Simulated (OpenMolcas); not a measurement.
# Computed transition rates of W3+

```yaml
Program: OpenMolcas 26.06
Method: "MS-CASPT2, IPEA 0.25 Eh, imaginary shift 0.1 Eh (closed shells correlated: 5s 5p)"
Basis: ANO-RCC-VQZP [9s8p6d4f3g2h]
Scalar_Hamiltonian: DKH2, point nucleus
Active_space: 3 electrons in 10 orbitals (5d 6d)
State_averaging: 2S+1 = 4 even, 10 roots; 2S+1 = 2 even, 40 roots
Spin-orbit_coupling: state interaction with AMFI integrals over the reference wave functions, term energies averaged over their components
```

Rates come from the transition moments of the reference wave functions (E1 and E2 in the length form). At fixed line strength A goes as λ^-3 for E1 and M1 and as λ^-5 for E2, so a rate at the computed wavelength can be rescaled to the measured one. Measured vacuum wavelengths follow from level energies in the list in J. Phys. B 45, 035001 (2012). Branching counts decays inside the model space alone, at computed energies, and the table is only a selection of the E2 and M1 lines, drawn from those between levels with measured partners whose computed energy lies within a factor of 1.5 of the measured one.

| Upper | Lower | Type | λ computed (nm) | λ measured (nm) | A computed (s-1) | A rescaled (s-1) | Branching % |
| --- | --- | --- | --- | --- | --- | --- | --- |
| 5d3 2D 5/2(2) | 5d3 4P 5/2 | M1 | 358.9 | 383.2 | 1.12e+01 |  | 20.4 |
| 5d3 2D 5/2(2) | 5d3 2F 5/2 | M1 | 630.1 | 651.5 | 8.70e+00 |  | 15.8 |
| 5d3 2D 5/2(1) | 5d3 4F 7/2 | M1 | 586.1 | 624.2 | 8.24e+00 |  | 64.5 |
| 5d3 2G 7/2 | 5d3 4F 5/2 | M1 | 840.9 | 853 | 6.50e+00 |  | 71.4 |
| 5d3 2D 5/2(2) | 5d3 2F 7/2 | M1 | 630 | 672.3 | 4.84e+00 |  | 8.8 |
| 5d3 2F 7/2 | 5d3 4F 9/2 [70 %] | M1 | 491.1 | 522 | 3.43e+00 |  | 42.8 |
| 5d3 2D 5/2(2) | 5d3 4F 9/2 [70 %] | E2 | 276 | 293.9 | 3.16e+00 |  | 5.7 |
| 5d3 2G 7/2 | 5d3 4F 7/2 | M1 | 1165 | 1174 | 2.58e+00 |  | 28.4 |
| 5d3 2F 7/2 | 5d3 2G 7/2 | M1 | 698 | 760.4 | 2.42e+00 |  | 30.2 |
| 5d3 2F 5/2 | 5d3 4F 3/2 | M1 | 333.3 | 357.9 | 2.30e+00 |  | 32.7 |
| 5d3 4F 5/2 | 5d3 4F 3/2 | M1 | 2643 | 2827 | 2.08e+00 | 1.70e+00 | 100.0 |
| 5d3 2D 5/2(2) | 5d3 4F 7/2 | M1 | 257.8 | 273.7 | 2.04e+00 |  | 3.7 |
| 5d3 2D 5/2(2) | 5d3 2G 7/2 | M1 | 331.1 | 356.8 | 1.93e+00 |  | 3.5 |
| 5d3 2H 11/2 | 5d3 4F 9/2 [70 %] | M1 | 738.4 | 771.2 | 1.55e+00 |  | 47.6 |
| 5d3 2D 5/2(1) | 5d3 4F 5/2 | M1 | 491 | 520.1 | 1.49e+00 |  | 11.7 |
| 5d3 2F 5/2 | 5d3 2G 7/2 | M1 | 697.8 | 788.8 | 1.45e+00 |  | 20.6 |
| 5d3 4F 7/2 | 5d3 4F 5/2 | M1 | 3024 | 3118 | 1.37e+00 | 1.25e+00 | 100.0 |
| 5d3 2F 5/2 | 5d3 4P 5/2 | M1 | 834 | 930.4 | 1.19e+00 |  | 16.9 |
| 5d3 2F 7/2 | 5d3 4F 5/2 | M1 | 381.4 | 402 | 1.09e+00 |  | 13.6 |
| 5d3 2D 5/2(1) | 5d3 4P 5/2 | M1 | 1629 | 1793 | 6.75e-01 |  | 5.3 |
| 5d3 4P 5/2 | 5d3 4F 7/2 | M1 | 915.3 | 957.4 | 5.03e-01 |  | 9.5 |
| 5d3 4P 5/2 | 5d3 4F 5/2 | M1 | 702.7 | 732.5 | 4.51e-01 |  | 8.5 |
| 5d3 4F 9/2 [70 %] | 5d3 4F 7/2 | M1 | 3921 | 3981 | 3.59e-01 | 3.43e-01 | 100.0 |
| 5d3 2F 7/2 | 5d3 4F 7/2 | M1 | 436.5 | 461.5 | 2.99e-01 |  | 3.7 |
| 5d3 2F 5/2 | 5d3 4F 3/2 | E2 | 333.3 | 357.9 | 2.78e-01 |  | 3.9 |

Spin-changing lines and M1 lines between different terms are not rescaled, since their strength hangs on the term gaps too.

The largest correction is for 5d3 4F 5/2 → 5d3 4F 3/2 (M1): 2.08e+00 × (2643 / 2827)^3 = 1.70e+00 s-1, a factor of 0.82.

The computed rate and branching of 5d3 4F 5/2 → 5d3 4F 3/2 give the upper level a radiative lifetime of 1.000 / 2.08e+00 s-1 = 4.81e-01 s, counting decays inside the model space alone. The rescaled rate gives about 5.9e-01 s.

The computed order of these levels differs from the measured one in 1 place, and where term gaps are wrong the rates of spin-changing lines can be off by large factors.

These are rates of the free ion; in crystals, glasses and complexes forced electric-dipole and non-radiative decay shorten such lifetimes by orders of magnitude. No measured rate stands beside these. Rescaling mends the energy factor alone: line strengths can still be far off where a level mixes with configurations outside the active space, and weak or spin-changing lines hang on small mixing coefficients that depend on the term gaps too, so rescaling need not improve them.

CASPT2 does not keep the components of a term degenerate, so their means are used; among the terms shown or strongly mixed into the levels shown the widest spread is 560 cm-1 (5d3 4F). Over all roots computed the reference weight is 0.89 to 0.96; the roots of lowest weight are the least certain, and an intruder state may touch them. Active for correlation alone: 6d; no level in the range computed is led by a configuration that fills it, so any true level of that kind is missing. The CASPT2 spread within a term exceeds the gap to the next term for 5d3 2G and 5d3 4P, 5d3 2D(1) and 5d3 2H, so the order of their levels is uncertain. Computed and measured levels are paired by configuration, term and J; levels that our copy of the source lacks, or whose pairing is in doubt (as where it misses far off the trend of its configuration), stay unpaired. Only configurations of the active space appear.

A share in square brackets marks a mixed level and gives the weight of the term that names it. A number in round brackets counts repeated terms of one configuration in the order of the reference energies.
